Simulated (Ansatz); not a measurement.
A run for Ansatz (an electronic-structure program): R-BHLYP/def2-TZVPP on SiH4 (SMILES [SiH4]).

Ansatz 0.2 input:
```yaml
crystal:
  periodic: [false, false, false]
  atoms:
    - {symbol: Si, position_ang: [-0.00000015, -0.00000044, 0.00000113]}
    - {symbol: H, position_ang: [-0.82825702, -1.19610627, -0.27295409]}
    - {symbol: H, position_ang: [1.36101041, -0.20770973, -0.54377167]}
    - {symbol: H, position_ang: [0.08097323, 0.22107289, 1.46142328]}
    - {symbol: H, position_ang: [-0.61372648, 1.18274356, -0.64469865]}
basis:
  gaussian:
    orbitals: def2-TZVPP
hamiltonian:
  xc: {name: BHLYP}
scf: {lower_state_search: off}
```

The log:

```
WARN ansatz: RAYON_NUM_THREADS=4 ignored (pool sized by the plan → 4); use --threads N
Functional definition: BHLYP
these checks for a lower state are left out or cut short: stability, starts, cluster_reference, orbital_swaps, neighbouring_geometries, increment
integrals: 0.02 GiB planned
546 factors; their error is unknown
mean field: 0.24 GiB planned
mean field evaluation 1: about -7942.4133 eV, gradient 6.9e0 eV
mean field evaluation 2: about -7942.5806 eV, gradient 2.4e0 eV
mean field evaluation 4: about -7942.5954 eV, gradient 8.3e-2 eV
mean field evaluation 8: about -7942.6439 eV, gradient 1.6e-4 eV
mean field -7942.64388395 eV, -291.8867790179 hartree, gradient 4.7e-6 eV, S^2 0.000000; 0 other end points of the search recorded, 0 dependent functions left out
reference -7942.64402646 eV, -291.8867842548 hartree; 9, 9 occupied and 89, 89 virtual orbitals, 546 factors
Total energy: -7942.64402646 eV, -291.8867842548 hartree
Checks for a lower state left out: stability, starts, cluster_reference, orbital_swaps, neighbouring_geometries, increment
```

The run converged.

Cost: roughly 0.7 core-seconds.
